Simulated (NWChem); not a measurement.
System: silylarsine (SiAsH5); SMILES [SiH3][AsH2]

Computed with NWChem. The geometry was optimised at B3LYP/6-31G* (spherical d). Ions are spin-unrestricted doublets at the neutral geometry; other ion states weren't tried.

Question: What does the run give for B3LYP/def2-SVP? Quantities: vertical ionisation energy, ΔSCF (eV); −ε(HOMO) (eV).

Answer: 
| Item | Value |
|---|---|
| vertical ionisation energy, ΔSCF (eV) | 9.76 |
| −ε(HOMO) (eV) | 7.29 |
